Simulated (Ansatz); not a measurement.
Bond stretch in Al2(mu-OMe)2(OH)4, C₂H₁₀Al₂O₆, singlet. The Al1–O19 bond (Al1 also carries Al, O, O, O; O19 carries H) is pulled apart rigidly from the PBE0/def2-SVP optimised geometry.

Levels of theory: UKS-PBE0 = unrestricted PBE0/def2-SVP (Ansatz, a first-principles code); RKS-PBE0 = restricted PBE0/def2-SVP run with Ansatz; UKS-CAM-B3LYP = unrestricted CAM-B3LYP/def2-SVP run with Ansatz; RKS-CAM-B3LYP = restricted CAM-B3LYP/def2-SVP run with Ansatz; UKS-PBE = unrestricted PBE/def2-SVP in Ansatz; RKS-PBE = restricted PBE/def2-SVP in Ansatz.

Scanned distances (Å): 1.41, 1.50, 1.61, 1.67, 1.71, 1.75, 1.81, 1.93, 2.06, 2.26, 2.50, 2.83, 3.19, 3.62, 4.16, 4.97.

### Question
Where does the unrestricted solution first break spin symmetry (<S²> of 0.01 or more)?

### Answer
UKS-PBE0: between 2.50 and 2.83 Å; UKS-CAM-B3LYP: between 2.83 and 3.19 Å; UKS-PBE: between 2.83 and 3.19 Å.

| R / Å | <S²> UKS-PBE0 | E(RKS-PBE0) − E(UKS-PBE0) / kJ/mol | <S²> UKS-CAM-B3LYP | E(RKS-CAM-B3LYP) − E(UKS-CAM-B3LYP) / kJ/mol | <S²> UKS-PBE | E(RKS-PBE) − E(UKS-PBE) / kJ/mol |
|---|---|---|---|---|---|---|
| 1.41 | 0.00 | 0.0 | 0.00 | 0.0 | 0.00 | 0.0 |
| 1.50 | 0.00 | 0.0 | 0.00 | 0.0 | 0.00 | 0.0 |
| 1.61 | 0.00 | 0.0 | 0.00 | 0.0 | 0.00 | 0.0 |
| 1.67 | 0.00 | 0.0 | 0.00 | 0.0 | 0.00 | 0.0 |
| 1.71 | 0.00 | 0.0 | 0.00 | 0.0 | 0.00 | 0.0 |
| 1.75 | 0.00 | 0.0 | 0.00 | 0.0 | 0.00 | 0.0 |
| 1.81 | 0.00 | 0.0 | 0.00 | 0.0 | 0.00 | 0.0 |
| 1.93 | 0.00 | 0.0 | 0.00 | 0.0 | 0.00 | 0.0 |
| 2.06 | 0.00 | 0.0 | 0.00 | 0.0 | 0.00 | 0.0 |
| 2.26 | 0.00 | 0.0 | 0.00 | 0.0 | 0.00 | 0.0 |
| 2.50 | 0.00 | 0.0 | 0.00 | 0.0 | 0.00 | 0.0 |
| 2.83 | 0.03 | 0.1 | 0.00 | 0.0 | 0.00 | 0.0 |
| 3.19 | 0.48 | 19.4 | 0.48 | 18.6 | 0.23 | 2.7 |
| 3.62 | 0.74 | 57.6 | 0.77 | 63.1 | 0.54 | 19.9 |
| 4.16 | 0.89 | 100.8 | 0.93 | 118.5 | 0.72 | 42.2 |
| 4.97 | 0.98 | 144.5 | 0.99 | 180.8 | 0.82 | 63.8 |
